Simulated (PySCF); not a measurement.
The same groups moved round the core (silole mercapto). All species are isolated molecules in the gas phase. One relaxed conformer stands for each flexible species; it need not be the lowest. Strings in code marks are SMILES.

The S1–T1 gap (TDA) from two functionals at the same geometries (PBE0-D3(BJ)/def2-TZVP), both in PySCF: PBE-D3(BJ)/def2-TZVP and PBE0-D3(BJ)/def2-TZVP. Excitations are Tamm–Dancoff values on a coarser integration grid. The basis has no diffuse functions, so Rydberg states are missing or too high.

```json
[
 {"species": "`SC1=CC=C[SiH2]1` (H–S–C–Si torsion 0°)", "PBE0-D3(BJ)/def2-TZVP (eV)": "1.69"},
 {"species": "`C1(S)=C[SiH2]C=C1` (H–S–C–C torsion 180°)", "PBE0-D3(BJ)/def2-TZVP (eV)": "1.63"},
 {"species": "`C1C=C[SiH](C=1)S` (H–S–Si–C torsion 54°)", "PBE0-D3(BJ)/def2-TZVP (eV)": "1.54"}
]
```

Task: What does PBE-D3(BJ)/def2-TZVP give for each?

Result: 
- `SC1=CC=C[SiH2]1` (H–S–C–Si torsion 0°): 1.47
- `C1(S)=C[SiH2]C=C1` (H–S–C–C torsion 180°): 1.22
- `C1C=C[SiH](C=1)S` (H–S–Si–C torsion 54°): 0.82
Over these rows, drawn at random from the members with no instability flagged (it was tested for open shells, ions and some series alone), PBE minus PBE0-D3(BJ): mean -0.45 eV, from -0.72 eV to -0.21 eV.
